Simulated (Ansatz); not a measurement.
Reaction: H4SiPO (SMILES O[SiH2][PH], doublet) → H4SiPO (SMILES O[SiH]P, doublet)
Each species at its own B3LYP-D3(BJ)/def2-TZVP minimum (Ansatz, a program for electronic structure), one conformer.

Wanted: isomerisation energy (electronic), in kcal/mol. Open shells are spin-unrestricted; no spin-orbit coupling. CBS(X,Y): correlation extrapolated as X^-3, Hartree-Fock from the larger set. A bracket is a step between two methods taken in the basis named. Functionals run without relativity, which enters their misses. Double hybrids freeze cores in their MP2 part. 'core' is core correlation in cc-pwCVTZ (1s frozen past Ne), 'X2C' scalar relativity in cc-pVTZ-DK, both at CCSD(T).

CCSD(T)/CBS(cc-pV(T+d)Z,cc-pV(Q+d)Z) + [CCSDT(Q) - CCSD(T)]/cc-pV(D+d)Z + core + X2C (Ansatz) gives 8.4 kcal/mol.

Task: What does PBE/def2-TZVPD (Ansatz) give here, and how do the other levels compare?

Result: PBE gives 4.0 kcal/mol, 4.4 kcal/mol below it. Differences of the others: B3LYP/def2-TZVPD (Ansatz) -1.4; PBE0/def2-TZVPD (Ansatz) -2.4; wB97M-V/def2-TZVPD (Ansatz) -0.4; B2PLYP/def2-TZVPD (Ansatz) -0.6; CCSD(T)/CBS(cc-pV(T+d)Z,cc-pV(Q+d)Z) + core + X2C (Ansatz) 0.1 kcal/mol. Nearer than PBE: B3LYP/def2-TZVPD, PBE0/def2-TZVPD, wB97M-V/def2-TZVPD, B2PLYP/def2-TZVPD, CCSD(T)/CBS(cc-pV(T+d)Z,cc-pV(Q+d)Z) + core + X2C.
